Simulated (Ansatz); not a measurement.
Ideal-gas functions of `C=C(F)BCl` at 400 K and 1 bar, from an Ansatz frequency run at PBE0-D4/def2-TZVP.

Molar mass 92.31 g/mol, point group Cs (symmetry number 1), electronic degeneracy 1, moments of inertia 51.369, 224.048, 275.417 u Å². Harmonic wavenumbers (cm⁻¹, unscaled): 102, 165, 353, 456, 526, 757, 782, 827, 896, 954, 970, 1123, 1344, 1402, 1682, 2672, 3176, 3279.

Use S(trans) = R[1.5 ln M + 2.5 ln T − 1.1517]; rotational temperatures θ = 24.2544 K / I; S(rot) = R[ln(√π/σ · √(T³/θAθBθC)) + 1.5]; for each mode x = 1.438777 ν̃/T, S = R[x/(eˣ − 1) − ln(1 − e⁻ˣ)] and H = RT x/(eˣ − 1); 1 cm⁻¹ = 0.0119627 kJ/mol; R = 8.31446 J/(mol·K).

**Question.** By hand: the entropy, in J/(mol·K).

**Answer.** Translation 171.4. Rotation: θ = 0.4722, 0.1083, 0.0881 K, giving 114.4. Vibration, mode by mode: 16.70, 12.77, 6.87, 5.07, 4.15, 2.16, 2.01, 1.77, 1.45, 1.23, 1.17, 0.75, 0.39, 0.33, 0.14, 0.01, 0.00, 0.00, in all 57.0. Electronic 0.0. Sum 342.8 J/(mol·K).

**Question.** By hand: H − E and G − E in kJ/mol, counted from the electronic energy.

**Answer.** Zero-point energy ½ × 21466 × 0.0119627 = 128.4; thermal vibration 12.8; translation, rotation and pV give 4 RT = 13.3. H − E = 154.5 kJ/mol, and G − E = 154.5 − 400 × 342.8/1000 = 17.4 kJ/mol.

Vibration gives 17 % of the entropy, 16.7 J/(mol·K) of it from the mode under 150 cm⁻¹: soft modes count most, and the harmonic formula is weakest for them. The sum counts one conformer and one mirror image; others add a mixing term.
